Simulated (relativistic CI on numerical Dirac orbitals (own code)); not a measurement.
## Slater and spin-orbit integrals, Os²⁰⁺

These numbers are calculated, not measured: Dirac-Coulomb-Breit CI, orbitals from a KLI potential per configuration, a model potential for QED, unscaled Slater integrals (own radial code, finite nucleus).

Slater integrals F^k, G^k are unscaled and averaged over j, outside the closed core [Ar] 3d10; ζ comes from projecting the Hamiltonian with its Breit term on Σ l·s of the shell.

- 4s2 4p6 4d10 4f10: F^2(4f,4f) = 213220, F^4(4f,4f) = 137360, F^6(4f,4f) = 99921, ζ(4f) = 7269.2 cm⁻¹; <r>(4f) = 0.4785, <r^2>(4f) = 0.2675 (bohr units).
- 4s2 4p6 4d10 4f9 5s: F^2(4f,4f) = 215970, F^4(4f,4f) = 139250, F^6(4f,4f) = 101330, ζ(4f) = 7479, G^3(4f,5s) = 35106 cm⁻¹; <r>(4f) = 0.4735, <r^2>(4f) = 0.2617, <r>(5s) = 0.8422, <r^2>(5s) = 0.7895 (bohr units).
- 4s2 4p6 4d10 4f8 5s2: F^2(4f,4f) = 218940, F^4(4f,4f) = 141300, F^6(4f,4f) = 102870, ζ(4f) = 7691.4 cm⁻¹; <r>(4f) = 0.4681, <r^2>(4f) = 0.2555 (bohr units).

Averages of the first 10 configurations, taken without configuration mixing, which lowers the lowest level and can move excited configurations by several eV; other configurations of the list can lie among them:

```
       Configuration  Parity  States  Average energy above the lowest level (eV)
   4s2 4p6 4d10 4f10    even    1001                                        14.8
 4s2 4p6 4d10 4f9 5s     odd    4004                                        51.5
4s2 4p6 4d10 4f8 5s2    even    3003                                        96.6
    4s2 4p6 4d9 4f11     odd    3640                                       252.5
    4s2 4p6 4d8 4f12    even    4095                                       492.1
 4s2 4p6 4d10 4f9 6s     odd    4004                                       265.0
   4s2 4p5 4d10 4f11    even    2184                                       471.0
    4s 4p6 4d10 4f11     odd     728                                       635.8
   4s2 4p4 4d10 4f12    even    1365                                       927.5
       4p6 4d10 4f12    even      91                                      1259.3
```
